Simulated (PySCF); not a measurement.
Compound: Mo(NH)2(OH)2 (singlet state).
Bonds: Mo1–N2, Mo1–N4, Mo1–O6, Mo1–O8. Hydrogens: H3 on N2; H5 on N4; H7 on O6; H9 on O8.

Computed with PySCF 2.14.0, PBE0-D3(BJ)/def2-SVP geometry optimisation, gas phase, def2 core potentials past Kr.

(1) How far are the bound atoms from Mo1?

(2) List the angles at Mo1.

(3) What is the shape at Mo1?

(4) What are the other bond lengths?

(5) What are the rotational constants (commonest isotopes, rigid rotor)?

Results:

(1) 4 atoms: N2 1.722 Å, N4 1.723 Å, O6 1.889 Å, O8 1.889 Å. The nearest atom not counted as bound is H7, at 2.52 Å (others tie with it).

(2) 
```json
{"angle": "O6–Mo1–O8", "degrees": "112.5", "distance of the outer atoms (Å)": "3.14"}
{"angle": "N2–Mo1–N4", "degrees": "110.8", "distance of the outer atoms (Å)": "2.84"}
{"angle": "N4–Mo1–O8", "degrees": "109.4", "distance of the outer atoms (Å)": "2.95"}
{"angle": "N2–Mo1–O6", "degrees": "109.1", "distance of the outer atoms (Å)": "2.94"}
{"angle": "N4–Mo1–O6", "degrees": "107.6", "distance of the outer atoms (Å)": "2.92"}
{"angle": "N2–Mo1–O8", "degrees": "107.5", "distance of the outer atoms (Å)": "2.91"}
```

(3) Tetrahedral: angles from 107.5° to 112.5°; τ4 = (360° − α − β)/141° = 0.97 with α and β the two widest (0 for a square, 1 for a tetrahedron).

(4) N2–H3, N4–H5 1.017 Å; O6–H7, O8–H9 0.963 Å.

(5) A = 3697, B = 3309, C = 3173 MHz: an asymmetric top.

Point group: C2 (every atom within 0.08 Å of its image). Charge 0, singlet. Stationary, but not proved a minimum.

The run took 2.4 min of wall time on an Arm Neoverse V1 with one thread, shared host. These figures are those of the optimisation.
